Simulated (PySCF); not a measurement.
Energy profile

The step: GeH₃F ([F][GeH3]) + H₂S → GeH₄S ([SH][GeH3]) + HF; bonds formed: Ge1–S7, F2–H6; bonds broken: Ge1–F2, H6–S7 (atoms numbered as in the saddle structure below).

```xyz
8
angstrom
Ge -0.5145 0.0960 -0.7381
F 1.2416 -0.9202 -0.4227
H 0.0574 0.1426 -2.1690
H -0.9566 1.5368 -0.4187
H -1.6121 -0.9603 -0.6145
H 1.0347 -0.7728 0.7054
S 0.0386 -0.1412 1.7903
H 0.7108 1.0190 1.8672
```

Electronic energies by CCSD(T) at an estimated basis limit (MP2 extrapolated from triple and quadruple zeta, plus CCSD(T) − MP2 in triple zeta), on PBE0-D4/def2-TZVP structures; GeH5SF, closed shell; no counterpoise correction. Program: PySCF 2.14 with density fitting (its default auxiliary sets; JK sets also for MP2 and CCSD(T)). Basis: def2-TZVPP and def2-QZVPP. Cores are frozen in the correlated methods. Filled d shells of the heavier atoms are correlated. The def2 sets are not built for correlating such inner shells, so the correlated values are less sure here. Extrapolation: Hartree–Fock as exp(−7.88 √X), correlation as X^−2.97.

(1) Give the profile in eV, counted from the separated reactants. (Judge from chemistry; the value comes from the calculation.)

The T1 diagnostic stays at or below 0.013.

## Answers

(1) By the calculation:
| point | eV |
| --- | --- |
| separated: GeH3F (linked as [F][GeH3]; Ge1, F2, H3, H4, H5; singlet) + H2S (H6, S7, H8; singlet) | 0.000 |
| start structure | -0.125 |
| saddle | 1.377 |
| end structure | -0.199 |
| separated: GeH4S (linked as [SH][GeH3]; Ge1, H3, H4, H5, S7, H8; singlet) + HF (F2, H6; singlet) | 0.044 |

Exchanges of this kind with a chalcogen hydride build sulfide and selenide films.

For scale, one of the runs: CCSD(T)/def2-TZVPP, 191 basis functions, launched by `OMP_NUM_THREADS=4 python run.py`. Hardware: 4 CPU threads of an Arm Neoverse V2, shared host. Wall time 7.4 min; peak host memory 2.6 GiB.
